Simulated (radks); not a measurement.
The caesium ion Cs2+ inside a hard spherical wall (all orbitals vanish at R), configuration held at [Kr] 4d10 5s2 5p5 and not refilled when levels cross. Calculated with a radial shooting solver on a logarithmic mesh with Libxc functionals: scalar-relativistic Kohn-Sham, PBE, spin-polarised, spherical densities, point nucleus; open shells are filled with parallel spins first (spin-orbit coupling, left out, can overturn this in heavy ions). Eigenvalues in eV for spin up, with the zero of energy where the potential of the charges vanishes at infinity; a dash marks a level that is unbound or too diffuse for the functional's potential to be trusted. A positive occupied level is held by the wall or, in an anion where self-interaction has pushed it up, behind a barrier. The pressure on the wall is -dE/dV.

R (bohr)  E (hartree)  kinetic (hartree)    e(4p)    e(4d)    e(5s)    e(5p)  e(5d, empty)  e(6s, empty)  pressure (GPa)
free       -7785.9265           8203.701  -177.82  -91.227  -42.988  -29.142       -12.572       -12.031               0
15         -7785.9265           8203.701  -177.82  -91.227  -42.988  -29.142       -12.572       -12.031        < 0.0001
12         -7785.9265           8203.701  -177.82  -91.227  -42.988  -29.142       -12.572       -12.030        < 0.0001
8          -7785.9265           8203.701  -177.82  -91.226  -42.988  -29.142       -12.551       -11.897        0.000835
7          -7785.9264           8203.703  -177.81  -91.221  -42.984  -29.137       -12.486       -11.572          0.0135
6          -7785.9252           8203.718  -177.77  -91.175  -42.948  -29.100       -12.231       -10.537           0.209
5          -7785.9123           8203.851  -177.43  -90.848  -42.699  -28.825       -11.271        -7.292            3.08
3          -7784.6764           8210.800  -167.28  -81.028  -33.906  -17.823         7.819        42.450             718
2.5        -7782.0872           8222.085  -156.52  -70.748  -20.912   -1.584        31.206        97.426            3300
2          -7773.1836           8256.253  -134.13  -48.875   17.263   44.001        89.573        226.29           18900
1.5        -7735.2979           8385.002  -76.596   12.211   158.00   200.25        263.61        587.52          159000
